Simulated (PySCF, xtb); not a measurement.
Sn(Br)(NH2) (BrH2NSn), SMILES [NH2][Sn][Br] (connectivity only; charge and spin as stated), neutral, multiplicity 1. Other conformers were not sampled.

Harmonic wavenumbers (cm⁻¹) from GFN2-xTB (xtb) at its own minimum, in rising order: 130, 237, 334, 424, 498, 539, 1490, 3415, 3448.

Q: What does B3LYP-D3(BJ)/def2-SVP in PySCF give at its own minimum? (Estimate from the structure and the level; the computed values follow.)

A: 141, 227, 370, 456, 595, 630, 1490, 3526, 3643. Paired by order, the mean absolute difference is 65 cm⁻¹ and the zero-point energies are 15.0 and 15.8 kcal/mol.
